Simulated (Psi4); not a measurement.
Interaction energy of BF3 ··· Na+ (SMILES FB(F)F and [Na+]) (charge +1). Monomers: optimised at B3LYP-D3(BJ) (def2-TZVP), held rigid. Orientation: lowest of the rigid-body minima from ten starts at GFN2-xTB (searched outside a hard wall at short contacts). Only R, the distance of the centres of mass, is varied, so the lowest point isn't the relaxed dimer. The shortest distances reach bonding range, where SAPT0 and rigid monomers are unreliable.

- PBE/def2-TZVP, counterpoise-corrected (Psi4)
- PBE-D3(BJ)/def2-TZVP, counterpoise-corrected (Psi4)
- wB97M-V/def2-TZVP, counterpoise-corrected (Psi4)

Interaction energies in kJ/mol; the last columns give the difference from wB97M-V:

| R / Å | PBE/def2-TZVP | PBE-D3(BJ)/def2-TZVP | wB97M-V/def2-TZVP | PBE/def2-TZVP − wB97M-V/def2-TZVP | PBE-D3(BJ)/def2-TZVP − wB97M-V/def2-TZVP |
|---|---|---|---|---|---|
| 3.36 | -26.75 | -28.98 | -28.73 | 1.98 | -0.24 |
| 3.58 | -34.27 | -36.33 | -35.10 | 0.83 | -1.22 |
| 3.74 | -33.04 | -34.99 | -33.39 | 0.36 | -1.60 |
| 4.04 | -26.76 | -29.20 | -26.82 | 0.06 | -2.38 |
| 4.39 | -19.52 | -22.21 | -19.60 | 0.08 | -2.61 |
| 4.88 | -12.51 | -14.41 | -12.71 | 0.19 | -1.71 |
| 5.54 | -7.36 | -8.39 | -7.57 | 0.21 | -0.81 |
| 6.59 | -3.74 | -4.08 | -3.88 | 0.14 | -0.21 |
| 7.89 | -1.94 | -2.05 | -2.02 | 0.08 | -0.02 |

PBE/def2-TZVP is furthest from wB97M-V/def2-TZVP at 3.36 (1.98 kJ/mol, above); its mean absolute difference over the points is 0.44 kJ/mol.

PBE-D3(BJ)/def2-TZVP is furthest from wB97M-V/def2-TZVP at 4.39 (-2.61 kJ/mol, below); its mean absolute difference over the points is 1.20 kJ/mol.
